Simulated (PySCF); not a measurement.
Partial charges of (LiH)4 ring

(LiH)4 ring, Li4H4.
Structure used (PBE0-D3(BJ)/def2-SVP), in Å, numbered top down from 1:
```xyz
8
Li4H4 angstrom
Li    -0.8846    0.8633    1.7052
H     -1.5324    1.6943    0.3765
Li    -1.1106    1.3052   -1.2216
H     -0.1988    0.3174   -2.2590
Li     0.8688   -0.8765   -1.7061
H      1.5535   -1.6681   -0.3740
Li     1.1287   -1.2947    1.2258
H      0.1754   -0.3409    2.2531
```

Density: PBE0/pcSseg-1 (PySCF); schemes: Mulliken, IAO, Hirshfeld and ESP-fitted. Isolated species at its PBE0-D3(BJ)/def2-SVP geometry, gas phase.

Q: Tabulate the Mulliken, IAO, Hirshfeld and ESP-fitted charges.

A: In e:

```
atom              environment  Mulliken     IAO  Hirshfeld  ESP-fitted
 Li1    lithium bonded to 2 H    +0.511  +0.616     +0.346      +0.589
  H2  hydrogen bonded to 2 Li    -0.510  -0.616     -0.346      -0.586
 Li3    lithium bonded to 2 H    +0.510  +0.616     +0.346      +0.586
  H4  hydrogen bonded to 2 Li    -0.511  -0.616     -0.346      -0.587
 Li5    lithium bonded to 2 H    +0.511  +0.616     +0.346      +0.586
  H6  hydrogen bonded to 2 Li    -0.510  -0.617     -0.346      -0.587
 Li7    lithium bonded to 2 H    +0.511  +0.617     +0.347      +0.590
  H8  hydrogen bonded to 2 Li    -0.512  -0.617     -0.346      -0.591
```

Mean size of the charges over all atoms: IAO 0.616 e, ESP-fitted 0.588 e, Mulliken 0.511 e, Hirshfeld 0.346 e. Each set sums to the total charge, 0, to within 0.001 e. The IAO scheme counts the electrons in orthogonalised intrinsic atomic orbitals, a minimal basis polarised so that it spans the occupied orbitals exactly.

Lowest charge. All schemes pick atoms of one kind: Mulliken H8 (-0.512); IAO H6 and H8 (-0.617); Hirshfeld H2, H4, H6 and H8 (-0.346); ESP-fitted H8 (-0.591).

Highest charge. All schemes pick atoms of one kind: Mulliken Li1, Li5 and Li7 (+0.511); IAO Li7 (+0.617); Hirshfeld Li7 (+0.347); ESP-fitted Li7 (+0.590).

Q: How many electrons does the IAO scheme count on Li7?

A: Z − q = 3 − (+0.617) = 2.383.

Q: Sum the charges by element.

A: 
| element | atoms | Mulliken | IAO | Hirshfeld | ESP-fitted |
| --- | --- | --- | --- | --- | --- |
| Li | 4 | +2.044 | +2.466 | +1.385 | +2.351 |
| H | 4 | -2.044 | -2.466 | -1.385 | -2.351 |
